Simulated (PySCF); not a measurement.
Isomers of C4H13FOSi2, mass 152.049 u with the commonest isotopes. Method: PBE0/pcSseg-1 in PySCF (dipole) on a GFN2-xTB geometry, gas phase. One conformer each, none proved a minimum here; rigid rotors.

Task: Order these by radius of gyration √(Σ m r²/M), smallest first.
A. `[CH3:1][C@H:2]([OH:3])[CH2:4][SiH2:5][SiH2:6][CH2:7][F:8]` with C1–C2–O3–H 57°, C1–C2–C4–Si5 152°, C2–C4–Si5–Si6 50°, C4–Si5–Si6–C7 51°, Si5–Si6–C7–F8 -60°
B. `[CH3:1][O:2][C:3]([SiH3:4])([SiH3:5])[CH2:6][CH2:7][F:8]` with C1–O2–C3–Si4 170°, O2–C3–C6–C7 -52°, C3–C6–C7–F8 173°
C. `[OH:1][CH2:2][C:3]([SiH3:4])([SiH3:5])[CH2:6][CH2:7][F:8]` with H–O1–C2–C3 -170°, O1–C2–C3–Si4 159°, C2–C3–C6–C7 -74°, C3–C6–C7–F8 -73°

Result: C (2.135 Å), B (2.221 Å), A (2.252 Å).

Task: Order these by dipole moment, largest first.
A. `[CH3:1][C@H:2]([OH:3])[CH2:4][SiH2:5][SiH2:6][CH2:7][F:8]` with C1–C2–O3–H 57°, C1–C2–C4–Si5 152°, C2–C4–Si5–Si6 50°, C4–Si5–Si6–C7 51°, Si5–Si6–C7–F8 -60°
B. `[OH:1][CH2:2][C:3]([SiH3:4])([SiH3:5])[CH2:6][CH2:7][F:8]` with H–O1–C2–C3 -170°, O1–C2–C3–Si4 159°, C2–C3–C6–C7 -74°, C3–C6–C7–F8 -73°
C. `[CH3:1][O:2][C:3]([SiH3:4])([SiH3:5])[CH2:6][CH2:7][F:8]` with C1–O2–C3–Si4 170°, O2–C3–C6–C7 -52°, C3–C6–C7–F8 173°

Result: B (3.03 D), C (1.53 D), A (1.17 D).

Task: Order these by out-of-plane moment Σ m c² = (Ia + Ib − Ic)/2, smallest first.
A. `[OH:1][CH2:2][C:3]([SiH3:4])([SiH3:5])[CH2:6][CH2:7][F:8]` with H–O1–C2–C3 -170°, O1–C2–C3–Si4 159°, C2–C3–C6–C7 -74°, C3–C6–C7–F8 -73°
B. `[CH3:1][O:2][C:3]([SiH3:4])([SiH3:5])[CH2:6][CH2:7][F:8]` with C1–O2–C3–Si4 170°, O2–C3–C6–C7 -52°, C3–C6–C7–F8 173°
C. `[CH3:1][C@H:2]([OH:3])[CH2:4][SiH2:5][SiH2:6][CH2:7][F:8]` with C1–C2–O3–H 57°, C1–C2–C4–Si5 152°, C2–C4–Si5–Si6 50°, C4–Si5–Si6–C7 51°, Si5–Si6–C7–F8 -60°

Result: C (85.90 u·Å²), A (102.61 u·Å²), B (129.44 u·Å²).

```tsv
SMILES	point group	Ia (u·Å²)	Ib (u·Å²)	Ic (u·Å²)	κ	μa (D)	μb (D)	μc (D)
COC([SiH3])([SiH3])CCF	C1	329.51	549.75	620.37	-0.71	1.35	0.69	0.18
C[C@H](O)C[SiH2][SiH2]CF	C1	285.82	570.96	684.98	-0.71	0.54	0.85	0.60
OCC([SiH3])([SiH3])CCF	C1	282.06	513.85	590.68	-0.73	0.94	2.32	1.71
```
